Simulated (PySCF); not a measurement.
H4NSi, SMILES [NH][SiH3], multiplicity 2. Atoms are numbered in the order given.

```xyz
6

N      0.1338    -1.2291     0.0000
Si    -0.0116     0.5205     0.0000
H     -0.7504    -1.7406     0.0000
H      0.6908     1.0081     1.2120
H      0.6908     1.0081    -1.2120
H     -1.4046     1.0417     0.0000
```
Charge 0, spin multiplicity 2.

Coordinates come from a ωB97X-D3(BJ)/def2-TZVP optimisation. A frequency run showed that this geometry is not a minimum. The isomer is the one that the SMILES or the coordinates give; other isomers of the formula were not compared.

Calculation: PBE/pcH-1 run with PySCF.

Unrestricted Kohn–Sham, ⟨S²⟩ = 0.753. Hyperfine tensors hold the contact and dipolar terms, without spin-orbit corrections.

Computed hyperfine couplings:
```json
[
 {"nucleus": "14N no. 1", "A(iso) (MHz)": "20.2", "A(iso) (G)": "7.2", "dipolar principal values (MHz)": "-41.6, -40.6, 82.2"},
 {"nucleus": "29Si no. 2", "A(iso) (MHz)": "47.2", "A(iso) (G)": "16.8", "dipolar principal values (MHz)": "-2.3, 0.2, 2.1"},
 {"nucleus": "1H no. 3", "A(iso) (MHz)": "-52.5", "A(iso) (G)": "-18.7", "dipolar principal values (MHz)": "-49.8, -8.1, 57.9"},
 {"nucleus": "1H no. 4", "A(iso) (MHz)": "105.3", "A(iso) (G)": "37.6", "dipolar principal values (MHz)": "-4.2, -1.6, 5.9"},
 {"nucleus": "1H no. 5", "A(iso) (MHz)": "105.3", "A(iso) (G)": "37.6", "dipolar principal values (MHz)": "-4.2, -1.6, 5.9"},
 {"nucleus": "1H no. 6", "A(iso) (MHz)": "-5.7", "A(iso) (G)": "-2.0", "dipolar principal values (MHz)": "-3.0, -2.8, 5.9"}
]
```

Task: And the g tensor (effective nuclear charges for spin-orbit coupling, GIAO)? (Estimate from the structure and the level; the computed values follow.)

Result: principal values 2.0022, 2.0042, 2.0102; isotropic 2.0055.
